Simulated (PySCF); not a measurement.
## Solvent effects on NMR parameters

Atoms are numbered as in `[F:1][CH:2]([F:3])[C@H:4]1[CH2:5][CH2:6][O:7][BH:8][O:9]1`; H(Xn) means a hydrogen on atom n. Ha(C5), Ha(C6) are cis to C2 on the ring; Hb(C5), Hb(C6) are trans to C2 on the ring.

GIAO PBE0/pcSseg-1 in PySCF 2.14 on one PBE0-D3(BJ)/def2-SVP conformer, non-relativistic, equivalent nuclei averaged. Solvents enter as an IEF-PCM continuum (chloroform with ε = 4.7) around the gas-phase geometry. Shifts are referred to CFCl3, TMS, BF3·OEt2 computed in the same medium.

Gas phase, δ in ppm: F3 -136.3, F1 -147.5, C2 120.3, C4 71.7, C6 61.5, C5 29.0, B8 23.9, H(C2) 5.36, H(B8) 4.18, Ha(C6) 4.05, Hb(C6) 4.03, H(C4) 3.81, Hb(C5) 1.76, Ha(C5) 1.50. Dipole moment 2.66 D.

Q: How does each δ change in the continuum?

A: 
```
 atoms                                              environment  Δδ, chloroform
    F3                                  fluorine of a CF2 group            -3.6
    F1                                  fluorine of a CF2 group            -0.7
    C2                                     sp3 CH bonded to 2 F            +1.1
    C4                                       sp3 CH bonded to O            +0.9
    C6                                      sp3 CH2 bonded to O            +1.1
    C5                                        sp3 CH2 in a ring            +0.3
    B8             boron bonded to 2 O, H, in a 6-membered ring            +0.3
 H(C2)                      hydrogen on an sp3 CH bonded to 2 F           +0.20
 H(B8)  hydrogen on a boron bonded to 2 O, in a 6-membered ring           -0.10
Ha(C6)                       hydrogen on an sp3 CH2 bonded to O           +0.11
Hb(C6)                       hydrogen on an sp3 CH2 bonded to O           +0.14
 H(C4)                        hydrogen on an sp3 CH bonded to O           +0.19
Hb(C5)                         hydrogen on an sp3 CH2 in a ring           +0.13
Ha(C5)                         hydrogen on an sp3 CH2 in a ring           +0.19
```

Changes are relative to the gas phase. The dipole moment becomes 3.17 D in chloroform.

Q: Which of the listed nuclei move most (in ppm), and what does the model miss? (N and O are left out, as their reference compounds move with the solvent too.)

A: F3 (fluorine of a CF2 group, -3.6 ppm) in chloroform. A continuum only polarises the solute; specific hydrogen bonds, the anisotropy of aromatic solvents and changes of geometry or conformer are outside it.
